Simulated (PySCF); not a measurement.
## Sm²⁺: ionisation energy

Sm²⁺ [Xe] 4f6 [4f5/2^6, M_J = 0] → Sm³⁺ [Xe] 4f5 [4f5/2^5, M_J = 5/2], as a difference of total energies. All numbers are calculated (PySCF 2.14, the two-component X2C-1e Hamiltonian, in x2c-QZVPPall-2c). Correlated levels: [Ar] 3d10 frozen; the 40 highest virtual spinors dropped. "Screened" scales the spin-orbit matrix elements by Boettger's factors to mimic the two-electron term; Breit and QED terms are absent.

```json
{"method": "GHF (spin-free)", "ionisation energy (eV)": "21.121"}
{"method": "GMP2 (spin-free)", "ionisation energy (eV)": "23.916"}
{"method": "GHF (screened spin-orbit)", "ionisation energy (eV)": "20.877"}
{"method": "GMP2 (screened spin-orbit)", "ionisation energy (eV)": "23.680"}
```

Q: How much does correlation contribute at GMP2 (screened spin-orbit)?

A: 23.680 − (20.877) = 2.803 eV, measured against GHF (screened spin-orbit).

The spin-free rows relax to the high-spin LS determinant and lack the spin-orbit shift.

The labels give the starting determinants; with spin-orbit coupling the two ends relaxed to ⟨J²⟩ = 5.52, ⟨L²⟩ = 11.92, ⟨S²⟩ = 11.91 and ⟨J²⟩ = 13.08, ⟨L²⟩ = 29.82, ⟨S²⟩ = 8.68.

The determinant of Sm²⁺ and of Sm³⁺ mixes levels of different J (the jj label is only the starting occupation), so the difference between spin-free and spin-orbit rows is not the physical spin-orbit shift.

For comparison: 23.55 ± 0.08 eV (semi-empirical (NIST evaluation); NIST Atomic Spectra Database, ionization energies).
